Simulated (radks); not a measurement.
Task: These are the eigenvalues of the occupied orbitals of an atom or ion with whole-number occupations (eV). Calculated with a radial shooting solver on a logarithmic mesh with Libxc functionals: non-relativistic Kohn-Sham, LDA (Slater exchange, Perdew-Wang correlation), spin-polarised, spherical densities, point nucleus.

| orbital | eigenvalue |
|---|---|
| 1s up | -5881.465 |
| 1s down | -5881.462 |
| 2s up | -719.9695 |
| 2s down | -718.8091 |
| 2p up | -622.0638 |
| 2p down | -621.1734 |
| 3s up | -132.0318 |
| 3s down | -129.5682 |
| 3p up | -104.2508 |
| 3p down | -101.8393 |
| 3d up | -59.5804 |

Which element is it, and in what charge state? The configuration may be excited. Open shells, if any, are filled with parallel spins first.

Result: Z = 24, chromium, charge +4: Cr4+ in [Ar] 3d2. The list shows which subshells hold electrons but not how many an open one holds; the 1s level, -216.14 hartree, gives Z - s = 20.8 by -(Z - s)^2/2, which with screening narrows Z to a few neighbours, and the depths of the outer levels then fix element, charge and occupations together.
